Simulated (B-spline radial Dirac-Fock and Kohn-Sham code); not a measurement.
# Dipole and non-dipole photoemission parameters of Mg⁺ 2p3/2

System: magnesium as Mg⁺, configuration [Ne] 3s1; threshold 65.01 eV (orbital energy of the model). Calculated with a B-spline atomic structure program, using Dirac-Hartree-Slater photoionisation with a Latter tail; cross sections with all multipoles, angular parameters from the dipole term and its interference with E2.

The run's input, task.json:

```json
{"items": [{
  "Z": 12,
  "q": 1,
  "cfg": [[1, 0, 2], [2, 0, 2], [2, 1, 6], [3, 0, 1]],
  "A": 24,
  "rrms": 3.057,
  "do": "xps",
  "hv": [50.6, 60, 66.7, 118.0, 150, 160.0, 171.0, 200, 206.0, 231.0, 257.0, 351.0, 386.0, 484.0, 600, 822.0, 1000, 1380.0, 1486.9, 1800.0, 2000.0, 2620.0, 2650.0, 3020.0, 3090.0, 5414.7, 6010.0, 7260.0, 10200.0, 15000]
}]}
```

Launch: `python xray2_run.py task.json out`

For linearly polarised light dσ/dΩ = σ/(4π) [1 + β P₂(cos θ) + (δ + γ cos²θ) sin θ cos φ], with θ from the polarisation vector and φ the angle between the beam and the projection of the electron momentum on the plane normal to the polarisation.

| hν (eV) | σ (kb) | β | γ | δ |
| --- | --- | --- | --- | --- |
| 118 | 3160 | 1.318 | 0.023 | 0.010 |
| 150 | 1980 | 1.434 | 0.054 | 0.011 |
| 160 | 1720 | 1.453 | 0.064 | 0.012 |
| 171 | 1490 | 1.469 | 0.075 | 0.012 |
| 200 | 1040 | 1.490 | 0.102 | 0.013 |
| 206 | 971 | 1.492 | 0.107 | 0.013 |
| 231 | ? | ? | ? | ? |
| 257 | 567 | 1.489 | 0.149 | 0.015 |
| 351 | 249 | 1.445 | 0.214 | 0.018 |
| 386 | 192 | 1.424 | 0.235 | 0.020 |
| 484 | 101 | 1.361 | 0.288 | 0.024 |
| 600 | 54.0 | 1.286 | 0.342 | 0.029 |
| 822 | 20.6 | 1.157 | 0.421 | 0.040 |
| 1000 | 11.1 | 1.067 | 0.468 | 0.049 |
| 1380 | 3.88 | 0.912 | 0.542 | 0.068 |
| 1486.9 | 3.02 | 0.876 | 0.557 | 0.073 |
| 1800 | 1.58 | 0.784 | 0.596 | 0.089 |
| 2000 | 1.10 | 0.735 | 0.616 | 0.098 |
| 2620 | 0.428 | 0.615 | 0.665 | 0.125 |
| 2650 | 0.411 | 0.610 | 0.668 | 0.127 |
| 3020 | 0.258 | 0.557 | 0.692 | 0.142 |
| 3090 | 0.238 | 0.548 | 0.696 | 0.145 |
| 5414.7 | 0.0303 | 0.353 | 0.814 | 0.224 |
| 6010 | 0.0204 | 0.321 | 0.838 | 0.242 |
| 7260 | 0.00995 | 0.268 | 0.883 | 0.276 |
| 10200 | 0.00266 | 0.180 | 0.967 | 0.347 |
| 15000 | 0.000578 | 0.090 | 1.053 | 0.442 |

Problem. Give the values at 231 eV.

Solution. σ = 738 kb, β = 1.494, γ = 0.129, δ = 0.014.
